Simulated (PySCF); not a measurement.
Start geometry of `N#C/C=N/[SiH2]O` from a GFN2-xTB structure with every atom displaced at random (by about 0.01 Å) (Å):
```
atom  x, y, z in Å
N1     3.550    1.027    0.002
C2     2.544    0.455   -0.047
C3     1.326   -0.303   -0.118
N4     0.270    0.222    0.136
Si5   -1.390   -0.386    0.211
O6    -2.310    0.703   -0.561
H7     1.516   -1.353   -0.396
H8    -1.597   -0.407    1.660
H9    -1.693   -1.612   -0.459
H10   -2.165    1.634   -0.449
```

Question: What comes out of this run: PySCF 2.14.0, PBE0-D3(BJ)/def2-SVP geometry optimisation, gas phase?

Answer: 
```
atom  x, y, z in Å
N1     3.588    0.640   -0.505
C2     2.515    0.204   -0.505
C3     1.184   -0.373   -0.518
N4     0.189    0.261   -0.067
Si5   -1.463   -0.354   -0.059
O6    -2.419    0.682   -0.923
H7     1.147   -1.394   -0.953
H8    -1.840   -0.436    1.380
H9    -1.563   -1.677   -0.738
H10   -2.435    1.603   -0.646
```

The energy falls by 0.254 eV over 12 energy and gradient evaluations, the largest force component goes from 0.0886 to 2.1e-04 Eh/bohr, and the atoms move by 0.191 Å rms after alignment. The bond that changes most is Si5–H9 (oxygen-bound silicon to Si–H hydrogen), which lengthens by 0.060 Å. Bonds longer at the end by more than 0.005 Å: 7 of 9; shorter: 1. Among the angles that change most is C3–N4–Si5, from 132.9° to 124.4°. Among the dihedrals that turn most is N4–Si5–O6–H10, from -41° to -56°. Rotational constants go from 12591, 1159, 1093 to 13041, 1127, 1077 MHz. The orientation of the end geometry is arbitrary; only internal coordinates are fixed.

The run used 108 basis functions and 93 SCF cycles in all.

Whether it is a minimum is left open (no frequencies). One conformer, not necessarily the lowest.
